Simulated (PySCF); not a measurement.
C₄H₅, SMILES C(=C)C=[CH], doublet (PBE0/def2-SVP optimised geometry):

```
9

C      1.643    -0.598     0.000
C      0.320    -0.598     0.000
C     -0.522     0.598     0.000
C     -1.861     0.568     0.001
H      2.451     0.134     0.000
H     -0.209    -1.563     0.000
H     -0.002     1.563    -0.001
H     -2.410    -0.379     0.001
H     -2.451     1.487     0.001
```

Calculation: unrestricted PBE0/def2-TZVP (PySCF).

What are the frontier orbital energies (α orbitals alone; a β orbital can be the lowest empty one) and the dipole moment?

HOMO-2 -9.53 eV, HOMO-1 -7.16 eV, HOMO -7.07 eV, LUMO -1.00 eV, LUMO+1 1.55 eV; dipole moment 0.73 D.

Meta-Löwdin charges at PBE0/def2-TZVP: C1 -0.16, C2 -0.13, C3 -0.10, C4 -0.26, H5 0.15, H6 0.13, H7 0.12, H8 0.12, H9 0.13.
